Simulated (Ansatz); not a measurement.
CHCl, SMILES `[CH]Cl` (triplet; the order of the spin states depends on the level) (charge 0, multiplicity 3). This triplet lies 0.28 eV above the relaxed singlet at the level composite: frozen-core CCSD(T) with HF/cc-pVQZ and the correlation energy extrapolated as X^-3 from cc-pVTZ and cc-pVQZ, plus CCSDT(Q) minus CCSD(T) in cc-pVDZ // PBE0-D3(BJ)/def2-TZVP (Ansatz, an electronic-structure program); other levels give the other order.

Level of theory: CAM-B3LYP/cc-pVTZ // PBE0-D3(BJ)/def2-TZVP (Ansatz).

Ansatz 0.2 input:
```yaml
crystal:
  periodic: [false, false, false]
  atoms:
    - { symbol: C, position_ang: [-0.237653, 0.366997, 0.0] }
    - { symbol: Cl, position_ang: [1.344439, -0.087333, -0.000004] }
    - { symbol: H, position_ang: [-1.106786, -0.279663, 0.000004] }
basis:
  gaussian: { orbitals: cc-pVTZ }
hamiltonian:
  xc: cam_b3lyp
magnetization:
  spin_polarized: true
  initial_magnetization: 2
```

Output:

```
Functional definition: CAM-B3LYP
512 factors; their error is unknown
104 factors; integrals over basis functions are off by at most 3.2e-5 eV
mean field evaluation 1: about -13570.6621 eV, gradient 1.8e1 eV
mean field evaluation 2: about -13570.6261 eV, gradient 2.0e1 eV
mean field evaluation 4: about -13572.6124 eV, gradient 9.0e-1 eV
mean field evaluation 8: about -13572.6789 eV, gradient 3.3e-2 eV
mean field evaluation 16: about -13572.6789 eV, gradient 2.5e-5 eV
mean field -13572.67890100 eV, -498.7867497196 hartree, gradient 2.5e-5 eV, S^2 2.007537; 0 other end points of the search recorded, 0 dependent functions left out
reference -13572.67899006 eV, -498.7867529926 hartree; 13, 11 occupied and 65, 67 virtual orbitals, 512 factors
Total energy: -13572.67899006 eV, -498.7867529926 hartree
```
